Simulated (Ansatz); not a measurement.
Two members of one family (Series SiEtX3), computed with Ansatz in the gas phase. Binding counts from free atoms in the multiplicity of their measured ground term, without zero-point energy. The structures are stationary points that may keep the symmetry of their start.

First: SiEt(OAc)3 (singlet, charge 0, PBE-D4/def2-SVP geometry).

```xyz
29

Si    0.088    0.063    0.348
C     1.040    0.508    1.876
C     1.274    2.016    2.052
H     1.999   -0.050    1.808
H     0.477    0.084    2.735
H     1.874    2.224    2.961
H     1.816    2.448    1.186
H     0.317    2.569    2.157
O    -1.383    0.920    0.148
C    -2.342    0.843    1.115
C    -3.587    1.601    0.736
O    -2.175    0.223    2.149
H    -4.314    1.572    1.564
H    -4.029    1.146   -0.174
H    -3.333    2.648    0.477
O    -0.379   -1.572    0.205
C     0.590   -2.491   -0.066
C     0.014   -3.820   -0.466
O     1.775   -2.212   -0.009
H     0.809   -4.583   -0.510
H    -0.446   -3.698   -1.468
H    -0.791   -4.123    0.230
O     0.990    0.610   -0.987
C     0.943    0.115   -2.260
C     1.950    0.803   -3.147
O     0.190   -0.773   -2.603
H     1.838    0.453   -4.188
H     2.972    0.574   -2.780
H     1.826    1.903   -3.090
```

```
              level  HOMO (eV)  LUMO (eV)  gap (eV)  binding per atom (eV)
    PBE-D4/def2-SVP      -6.21      -1.19      5.01                   4.76
   PBE-D4/def2-TZVP      -6.39      -1.38      5.00                   4.70
r2SCAN-D4/def2-TZVP      -6.74      -1.11      5.62                   4.59
     B3LYP-D4/6-31G      -7.70      -0.50      7.20                   4.31
   PBE0-D4/def2-SVP      -7.97      -0.11      7.87                   4.63
```

Second: SiEt(NMe2)3 (singlet, charge 0, PBE-D4/def2-SVP geometry).

Cartesian coordinates in Å:
```
Si 0.1079 -0.2073 -0.1417
C 0.9903 -1.8433 0.2648
C 1.1861 -2.0979 1.7686
H 1.9629 -1.8978 -0.2727
H 0.3653 -2.6534 -0.1702
H 1.6618 -3.0817 1.9643
H 1.8276 -1.3260 2.2448
H 0.2186 -2.0815 2.3110
N -1.0891 0.2150 1.0762
C -2.2315 -0.6391 1.3235
C -0.8755 1.2294 2.0841
H -2.1531 -1.1972 2.2910
H -2.3381 -1.3876 0.5106
H -3.1847 -0.0574 1.3663
H 0.0167 1.8361 1.8352
H -1.7476 1.9238 2.1633
H -0.7160 0.7968 3.1050
N -0.7985 -0.3970 -1.6317
C -0.2398 -1.1085 -2.7614
C -1.9912 0.3591 -1.9504
H -0.9707 -1.8355 -3.1939
H 0.6603 -1.6821 -2.4657
H 0.0642 -0.4236 -3.5929
H -2.3411 0.9104 -1.0550
H -1.8200 1.1052 -2.7670
H -2.8228 -0.3038 -2.2940
N 1.3040 1.0736 -0.2583
C 2.5662 1.0916 0.4480
C 0.9683 2.3317 -0.8934
H 3.4010 1.4027 -0.2256
H 2.8172 0.0872 0.8414
H 2.5745 1.8006 1.3159
H 0.0393 2.2302 -1.4892
H 0.8103 3.1660 -0.1622
H 1.7772 2.6609 -1.5885
```

Problem. Estimate the same table for the second.

Solution. 
```csv
level,HOMO (eV),LUMO (eV),gap (eV),binding per atom (eV)
PBE-D4/def2-SVP,-4.45,0.48,4.94,4.11
PBE-D4/def2-TZVP,-4.61,-0.01,4.61,4.07
r2SCAN-D4/def2-TZVP,-4.84,0.56,5.39,3.99
B3LYP-D4/6-31G,-5.31,1.72,7.02,3.89
PBE0-D4/def2-SVP,-5.77,1.34,7.11,4.05
```
